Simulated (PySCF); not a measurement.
First SCF of a structure search on nonet Co₂H₆, at a hand-made doubly bridged geometry. PySCF input:

```python
from pyscf import gto, scf, dft
mol = gto.M(atom='''
Co     1.033800     0.000000     0.000000
Co    -1.033800     0.000000     0.000000
H      0.000000     1.108600     0.000000
H      0.000000    -1.108600     0.000000
H      1.748800     0.000000     1.229800
H      1.748800     0.000000    -1.229800
H     -1.748800     0.000000     1.229800
H     -1.748800     0.000000    -1.229800''',
    basis={'Co': 'def2-TZVP', 'H': 'def2-TZVP'},
    charge=0, spin=8)
mf = dft.UKS(mol, xc='PBE0')
mf.grids.atom_grid = (50, 194)
aux = {'Co': 'def2-universal-JKFIT', 'H': 'def2-universal-JKFIT'}
mf = mf.density_fit(auxbasis=aux)
mf.conv_tol = 1e-08
mf.diis_space = 10
mf.max_cycle = 60
mf.init_guess = 'minao'
mf.verbose = 4
mf.kernel()
```

Excerpt of the output (cycles alone):

```
init E= -2766.84239743564
cycle= 1 E= -2734.33295730449  delta_E= 32.5  |g|= 8.45  |ddm|= 71.3
cycle= 2 E= -2726.74078333738  delta_E= 7.59  |g|= 12.8  |ddm|= 71.9
cycle= 3 E= -2758.15949262873  delta_E= -31.4  |g|= 6.38  |ddm|= 8.14
cycle= 4 E= -2764.5281914294  delta_E= -6.37  |g|= 3.97  |ddm|=  5.1
cycle= 5 E= -2766.83732545142  delta_E= -2.31  |g|=  2.2  |ddm|= 1.07
cycle= 6 E= -2767.84930731228  delta_E= -1.01  |g|= 1.45  |ddm|= 1.81
cycle= 7 E= -2768.17184735546  delta_E= -0.323  |g|= 0.902  |ddm|= 0.444
cycle= 8 E= -2768.33323439717  delta_E= -0.161  |g|= 0.352  |ddm|= 0.367
cycle= 9 E= -2768.36761694834  delta_E= -0.0344  |g|= 0.0263  |ddm|= 0.257
cycle= 10 E= -2768.36817479007  delta_E= -0.000558  |g|= 0.0109  |ddm|= 0.0362
cycle= 11 E= -2768.36840516097  delta_E= -0.00023  |g|= 0.00684  |ddm|= 0.0261
cycle= 12 E= -2768.36855403098  delta_E= -0.000149  |g|= 0.00209  |ddm|= 0.0292
cycle= 13 E= -2768.36858738658  delta_E= -3.34e-05  |g|= 0.000673  |ddm|= 0.0172
cycle= 14 E= -2768.36859043734  delta_E= -3.05e-06  |g|= 0.000368  |ddm|= 0.00588
cycle= 15 E= -2768.36859056722  delta_E= -1.3e-07  |g|= 0.000192  |ddm|= 0.000697
cycle= 16 E= -2768.36859057671  delta_E= -9.48e-09  |g|= 0.00017  |ddm|= 0.000147
cycle= 17 E= -2768.36859059053  delta_E= -1.38e-08  |g|= 1.83e-05  |ddm|= 0.000206
cycle= 18 E= -2768.36859059128  delta_E= -7.52e-10  |g|= 2.14e-06  |ddm|= 6.51e-05
Extra cycle  E= -2768.36859059129  delta_E= -4.55e-12  |g|= 3.33e-06  |ddm|= 5.17e-06
converged SCF energy = -2768.36859059129  <S^2> = 20.016023  2S+1 = 9.0035599
```

No lower solution of this spin was found from smeared starts or by a stability analysis within the unrestricted form.

Other spin states or occupations of the open shell can lie lower.

The search for the lowest solution, 3 starts and the stability check together, took 30 s on 4 threads of a shared Arm Neoverse V1 host, with 126 basis functions; the process peaked at 0.91 GiB.
